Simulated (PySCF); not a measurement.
Calculated properties of `c1cccc(c1)[Si]Cl` [triplet]

Species: C6H5ClSi (triplet state).
SMILES with atom numbers: `[Cl:1][Si:2][c:3]1[cH:4][cH:5][cH:6][cH:7][cH:8]1` (hydrogens: H9 on C4; H10 on C5; H11 on C6; H12 on C7; H13 on C8)

**GFN2-xTB geometry**

| Quantity | Value |
| --- | --- |
| Point group of the GFN2-xTB geometry | Cs |
| Rotational constants A, B, C of the GFN2-xTB geometry | 4.184, 0.768, 0.649 GHz |

**UKS B3LYP, pcH-1 on C Cl H Si, non-relativistic, mean-field spin-orbit, GIAO (PySCF)**

| Item | Value |
| --- | --- |
| Isotropic g value | 2.00316 |
| Principal g values | 2.00061, 2.00419, 2.00468 |
| Spin squared ⟨S²⟩ | 2.008 |
| Largest Mulliken spin population | 1.60 on Si2 |
| Largest isotropic hyperfine couplings (means over sets of like nuclei) | 29Si -518.3 (Si2), 13C +51.0 (C3), 35Cl +15.7 (Cl1), 13C +7.4 (C4/C8), 13C +5.9 (C6) MHz |

Monoisotopic mass (most abundant isotopes): 139.9849 u.

g_iso is shifted by about +840 ppm from the free-electron value 2.002319; the principal values span 0.0041. ⟨S²⟩ is 0.008 above the pure-spin value S(S + 1) = 2.00. The rotational constants make it an asymmetric top with κ = (2B − A − C)/(A − C) = -0.93, nearer the prolate limit (−1). With B = h/(8π²I), that is 505.379 GHz u Å² over I, the principal moments of inertia are 120.8, 658.2 and 779.0 u Å² (most abundant isotopes).

One conformer (not necessarily the lowest) at the GFN2-xTB geometry, without solvent or vibrations. This triplet need not be the ground state; the singlet was not compared here. Hyperfine couplings depend on the geometry, which wasn't re-optimised at a DFT level. Couplings of like nuclei are plain means over topologically equivalent atoms, as if these changed places fast (by rotation of a methyl-like group, say); in this geometry the members of some sets differ.

Conformer computed: `[Cl:1][Si:2][c:3]1[cH:4][cH:5][cH:6][cH:7][cH:8]1`: Cl1–Si2–C3–C4 180°.
